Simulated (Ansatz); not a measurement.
Program: Ansatz. Geometries: PBE0-D4/def2-TZVP. ΔE: electronic, gas phase. CCSD(T)/CBS is the MP2 limit (def2-TZVPP, def2-QZVPP) plus CCSD(T) − MP2 in def2-TZVPP, frozen cores. This one scheme is used for every species. Functionals use def2-TZVPP. B3LYP here is the variant with VWN-RPA as its local correlation; programs differ in this. HSE06 is defined as in plane-wave codes. For Ge outer-core shells are correlated without core-valence functions, which leaves a few kJ/mol of doubt a bond. Scalar relativity is left out up to krypton. Each species was taken in one conformer, which may not be the lowest.

Reaction (silylene formation by 1,1-elimination): `F[Si](F)(S)[GeH3]` → `F[Si]F` + `[SH][GeH3]`

| level | ΔE (kcal/mol) | difference from CCSD(T)/CBS |
| --- | --- | --- |
| LDA (SPW92) | 47.0 | 5.8 |
| PBE-D4 | 41.5 | 0.3 |
| revPBE-D4 | 40.9 | -0.3 |
| BLYP-D4 | 36.2 | -5.0 |
| r2SCAN-D4 | 45.9 | 4.7 |
| B97M-V | 41.6 | 0.4 |
| PBE0-D4 | 44.3 | 3.1 |
| B3LYP-D4 | 39.2 | -2.0 |
| r2SCANh-D4 | 46.2 | 5.0 |
| BHLYP-D4 | 42.4 | 1.2 |
| CAM-B3LYP-D4 | 40.1 | -1.1 |
| ωB97X-V | 42.2 | 1.0 |
| ωB97M-V | 37.9 | -3.3 |
| B2PLYP | 37.7 | -3.5 |
| PBE-QIDH | 44.5 | 3.3 |
| PBE | 39.0 | -2.2 |
| revPBE | 35.4 | -5.8 |
| BLYP | 31.0 | -10.2 |
| r2SCAN | 45.3 | 4.1 |
| PBE0 | 42.1 | 0.9 |
| B3LYP | 35.0 | -6.2 |
| r2SCANh | 45.5 | 4.3 |
| r2SCAN0 | 45.9 | 4.7 |
| HSE06 | 42.1 | 0.9 |
| CAM-B3LYP | 37.7 | -3.5 |
| LC-ωPBE | 43.8 | 2.6 |
| RPA@PBE/def2-TZVPP | 34.9 | -6.3 |
| HF/def2-SVP | 35.2 | -6.0 |
| MP2/def2-SVP | 38.6 | -2.6 |
| CCSD(T)/def2-SVP | 35.2 | -6.0 |
| HF/def2-TZVPP | 36.3 | -4.9 |
| SCS-MP2/def2-TZVPP | 39.0 | -2.2 |
| CCSD/def2-TZVPP | 38.7 | -2.5 |
| CCSD(T)/def2-TZVPP | 39.2 | -2.0 |
| HF/def2-QZVPP | 35.9 | -5.3 |
| MP2/def2-QZVPP | 42.9 | 1.7 |
| SCS-MP2/def2-QZVPP | 40.1 | -1.1 |
| HF/CBS(def2) | 35.9 | -5.3 |
| MP2/CBS(def2) | 43.8 | 2.6 |
| CCSD/CBS(def2) | 40.7 | -0.5 |
| CCSD(T)/CBS | 41.2 | 0 |

Task: What do rigid-rotor, harmonic-oscillator terms from PBE0-D4/def2-TZVP frequencies (298.15 K, 1 bar) make of the CCSD(T)/CBS value? (An estimate is asked.)

Result: Computed: ΔZPE = -1.6 kcal/mol, ΔH = +39.7 kcal/mol, ΔS = 155 J/(mol·K), ΔG = +28.7 kcal/mol.

Largest T1 diagnostic among the species: 0.015.

At CCSD(T), def2-SVP lies −6.0 kcal/mol from the extrapolated value and def2-TZVPP −2.0 kcal/mol. From BLYP to BHLYP (50 % exact exchange), in def2-TZVPP and without D4, ΔE moves by +7.6 kcal/mol. The D4 term adds +4.1 kcal/mol with B3LYP and +2.3 kcal/mol with PBE0; it sums over pairs of atoms, weighted by their polarisabilities, and B3LYP, whose exchange is more repulsive, gets the larger term.

CCSD(T)/CBS has its own doubt, a few kJ/mol and more with outer-core shells, so smaller differences from it don't rank the levels.
